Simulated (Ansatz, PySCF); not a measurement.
1,1-dichloro-3-fluoropropa-1,2-diene (C3HCl2F), SMILES FC=C=C(Cl)Cl. Atoms are numbered in the order given.

```xyz
7

F     -3.0764     0.4952    -0.0001
C     -2.1615    -0.4657     0.0000
C     -0.8729    -0.2385     0.0000
C      0.4236    -0.0783     0.0000
Cl     1.3516     0.0377    -1.4516
Cl     1.3516     0.0376     1.4516
H     -2.6004    -1.4702     0.0001
```

The structure is a stationary point at PBE0-D3(BJ)/def2-SVP.

Two levels are set side by side: PBE-D3(BJ)/def2-SVP (Ansatz, a first-principles code) and PBE0-D3(BJ)/def2-SVP (Ansatz). Each level has its own optimised geometry; the coordinates shown are those of the second. Frequencies come from the Hessian of PySCF at each geometry. Differences are taken from unrounded values.

```tsv
quantity	PBE0-D3(BJ)
mean bond length (Å)	1.415
bond F1–C2 (Å)	1.327
bond C2–C3 (Å)	1.309
bond C3–C4 (Å)	1.306
bond C4–Cl5 (Å)	1.727
bond C4–Cl6 (Å)	1.727
bond C2–H7 (Å)	1.096
highest harmonic wavenumber (cm⁻¹)	3199
mean harmonic wavenumber (cm⁻¹)	921
zero-point energy (kcal/mol)	19.75
```

Problem. What does PBE-D3(BJ) give, and how far is it from PBE0-D3(BJ)? (An estimate is asked for; the answer gives what the named calculation found.)

Solution. 
```tsv
quantity	PBE-D3(BJ)	PBE-D3(BJ) minus PBE0-D3(BJ)
mean bond length (Å)	1.428	0.013
bond F1–C2 (Å)	1.344	0.017
bond C2–C3 (Å)	1.319	0.010
bond C3–C4 (Å)	1.316	0.010
bond C4–Cl5 (Å)	1.743	0.016
bond C4–Cl6 (Å)	1.743	0.016
bond C2–H7 (Å)	1.106	0.009
highest harmonic wavenumber (cm⁻¹)	3090	-110
mean harmonic wavenumber (cm⁻¹)	878	-43
zero-point energy (kcal/mol)	18.83	-0.92
```

Exact exchange shortens and stiffens bonds; PBE has none. Differences between two approximate levels are no errors against the true value.
